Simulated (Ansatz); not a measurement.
`CS[Si](F)(F)Cl` + H–F → `CS[Si](F)(F)F` + HCl at 298.15 K and 1 bar (ligand exchange at the Si–Cl bond).

Program: Ansatz. Geometries: PBE0-D4/def2-TZVP. ΔE: electronic, gas phase. CCSD(T)/CBS adds triple-zeta CCSD(T) − MP2 to the extrapolated MP2 energy (def2 sets, frozen cores). This one scheme is used for every species. One conformer a species, not always the lowest.

```
         species  CCSD(T)/CBS energy (Eh)  H − E (kJ/mol)  S (J/(mol·K))
`CS[Si](F)(F)Cl`              -1386.30078           149.4          381.8
             H–F               -100.39570            33.5          173.6
 `CS[Si](F)(F)F`              -1026.33397           151.9          370.2
             HCl               -460.38127            26.6          186.8
```

H − E and S are ideal-gas, rigid-rotor, harmonic terms from PBE0-D4/def2-TZVP, for one conformer and one mirror image of each species. 1 Eh = 2625.50 kJ/mol, R = 8.31446 J/(mol·K).

Task: By hand: ΔE, ΔH, ΔS and ΔG.

Result: ΔE = (-1026.33397) + (-460.38127) − (-1386.30078) − (-100.39570) = -0.01876 Eh = -49.3 kJ/mol. Δ(H − E) = 151.9 + 26.6 − 149.4 − 33.5 = -4.4, so ΔH = -53.7 kJ/mol. ΔS = 370.2 + 186.8 − 381.8 − 173.6 = 1.6 J/(mol·K). ΔG = -53.7 − 298.15 × (1.6)/1000 = -54.2 kJ/mol.

Task: By hand: the equilibrium constant, and the temperature at which ΔG would vanish if ΔH and ΔS stayed fixed.

Result: log₁₀ K = −ΔG/(RT ln 10) = 9.5. ΔH and −TΔS have one sign here, so there is no such temperature.

The number of gas molecules stays the same, so ΔS is small and ΔH decides. A doubt of 5 kJ/mol in ΔE shifts log₁₀ K by 0.9 here. Other conformers and mirror images would add mixing entropy, several J/(mol·K) or more a flexible species. Modes under 60 cm⁻¹, often nearly free rotors, make the harmonic entropy too high. These are equilibria of isolated gas molecules and say nothing of rates. Largest T1 diagnostic: 0.011 (customary marks: 0.02 for closed shells, 0.045 for open ones).

ΔS is within the doubt of such terms, so its sign, and with it that verdict, could turn.
